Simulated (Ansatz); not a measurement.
This geometry of a periodic cell of 17 atoms, Ba16O (host Ba, host structure bcc, interstitial O) is a first-order saddle point.

Method: Ansatz 0.2.0, DFT PBE, scalar-relativistic, plane waves, PAW. Settings: cutoff 420 eV, k mesh 2x2x2, gaussian smearing 0.1 eV, no spin polarisation.

```xyz
17
Lattice="10.0400 0.0000 0.0000 0.0000 10.0400 0.0000 0.0000 0.0000 10.0400" Properties=species:S:1:pos:R:3
Ba -0.002 -0.032 -0.061
Ba 5.018 -0.014 -0.109
Ba -0.002 5.029 0.014
Ba -0.003 0.039 5.056
Ba 2.485 2.490 2.419
Ba 5.018 5.152 0.130
Ba 5.018 0.158 5.183
Ba 7.551 2.490 2.418
Ba -0.003 4.961 4.979
Ba 2.449 7.570 2.545
Ba 2.780 2.517 7.532
Ba 5.018 4.922 5.004
Ba 7.586 7.570 2.545
Ba 7.255 2.517 7.532
Ba 2.476 7.438 7.512
Ba 7.559 7.438 7.512
O 5.018 1.896 6.914
```

Problem. Which two structures does it join? (They come from a converged band through this point; their orientation in space is the band's.)

Solution. The atom that moves furthest is O17, by 1.78 Å; four of its nearest neighbours are Ba11 2.52, Ba12 2.52, Ba14 2.52, Ba7 2.52 Å at the first end and Ba2 2.52, Ba7 2.52, Ba14 2.52, Ba11 2.52 Å at the last.

First end point:

```xyz
17
Lattice="10.0400 0.0000 0.0000 0.0000 10.0400 0.0000 0.0000 0.0000 10.0400" Properties=species:S:1:pos:R:3
Ba -0.002 -0.066 -0.070
Ba 5.018 -0.104 0.144
Ba -0.002 5.094 -0.072
Ba -0.002 0.045 5.044
Ba 2.402 2.514 2.367
Ba 5.018 5.131 0.142
Ba 5.019 0.306 5.066
Ba 7.634 2.514 2.366
Ba -0.002 4.983 5.046
Ba 2.439 7.534 2.583
Ba 2.807 2.513 7.486
Ba 5.019 4.724 5.067
Ba 7.597 7.534 2.582
Ba 7.228 2.513 7.487
Ba 2.549 7.535 7.505
Ba 7.488 7.535 7.506
O 5.018 2.515 6.278
```

Last end point:

```xyz
17
Lattice="10.0400 0.0000 0.0000 0.0000 10.0400 0.0000 0.0000 0.0000 10.0400" Properties=species:S:1:pos:R:3
Ba -0.003 0.038 -0.052
Ba 5.017 0.030 -0.313
Ba -0.003 4.932 0.074
Ba -0.003 0.038 5.066
Ba 2.557 2.468 2.507
Ba 5.017 5.171 0.113
Ba 5.017 0.030 5.327
Ba 7.478 2.468 2.507
Ba -0.003 4.932 4.941
Ba 2.430 7.614 2.507
Ba 2.818 2.476 7.527
Ba 5.017 5.171 4.901
Ba 7.604 7.614 2.507
Ba 7.216 2.476 7.527
Ba 2.391 7.375 7.527
Ba 7.643 7.375 7.527
O 5.017 1.252 7.527
```

Problem. How far does it lie above each of them?

Solution. 0.219 eV above the first and 0.220 eV above the second. This is the barrier of this one path; another mechanism may lie lower. Limits of this set-up: coarse k mesh, a small cell, in which the defect meets its images, a typed lattice constant that wasn't relaxed here.

Time of the run: 38 min on 4 threads of Arm Neoverse V1, with other jobs on the host, peak memory 6.3 GiB.
